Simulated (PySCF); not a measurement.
Compound: C₅H₃ClO₂.
Numbering: `[O:1]=[C:2]([Cl:3])[c:4]1[cH:5][cH:6][cH:7][o:8]1` (hydrogens: H9 on C5; H10 on C6; H11 on C7)

Computed with PySCF, PBE0-D3(BJ)/def2-SVP geometry optimisation, gas phase.

Task: List the bond lengths, angles and torsions at this level.

Result: 
| bond | length (Å) |
| --- | --- |
| O1=C2 | 1.190 |
| C2–Cl3 | 1.775 |
| C2–C4 | 1.456 |
| C4–C5 | 1.374 |
| C5–C6 | 1.419 |
| C6–C7 | 1.370 |
| C7–O8 | 1.337 |
| C4–O8 | 1.351 |
| C5–H9 | 1.087 |
| C6–H10 | 1.087 |
| C7–H11 | 1.087 |

A selection of angles:
| angle | degrees |
| --- | --- |
| O1–C2–Cl3 | 121.9 |
| O1–C2–C4 | 124.6 |
| Cl3–C2–C4 | 113.5 |
| C2–C4–C5 | 128.8 |
| C2–C4–O8 | 121.1 |
| C5–C4–O8 | 110.1 |
| C4–C5–C6 | 106.0 |
| C4–C5–H9 | 125.4 |
| C6–C5–H9 | 128.6 |
| C5–C6–C7 | 105.6 |
| C5–C6–H10 | 127.7 |
| C7–C6–H10 | 126.6 |
| C6–C7–O8 | 110.9 |
| C6–C7–H11 | 132.9 |
| O8–C7–H11 | 116.2 |
| C4–O8–C7 | 107.4 |

Dihedral angles: O1–C2–C4–C5 0° (synperiplanar).

The 8 heavy atoms lie in one plane (0.001 Å rms). The 4 C–C bonds span 1.370 Å (C6–C7, aromatic) to 1.456 Å (C2–C4, drawn single), a spread of 0.086 Å. The 3 C–O bonds span 1.190 Å (O1=C2, drawn double) to 1.351 Å (C4–O8, aromatic), a spread of 0.161 Å. O8 (furan-type oxygen) is bent (angle 107.4°). The 5-membered ring C4–C5–C6–C7–O8 has internal angles of 105.6° to 110.9° (sum 540°, against 540° for a flat polygon); it is planar, 0.00 Å rms from its mean plane, widest ring torsion 0°.

Point group: Cs (tolerance 0.08 Å). No frequency check. The numbers are those of one conformer.
